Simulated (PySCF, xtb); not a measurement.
C2H3AlFNO2, SMILES C[O][Al]([F])[N]=C=O.

xtb with GFN2-xTB at its own geometry gives an orbital gap of 4.17 eV and a dipole moment of 3.10 D.

Coordinates come from a B3LYP-D3(BJ)/def2-SVP optimisation. One conformer was computed; it need not be the lowest.

Task: What does PBE/def2-TZVP run with PySCF give? (An estimate is asked for; the answer gives what the named calculation found.)

Result: gap 5.44 eV (levels -7.14 and -1.69 eV), dipole 2.21 D.
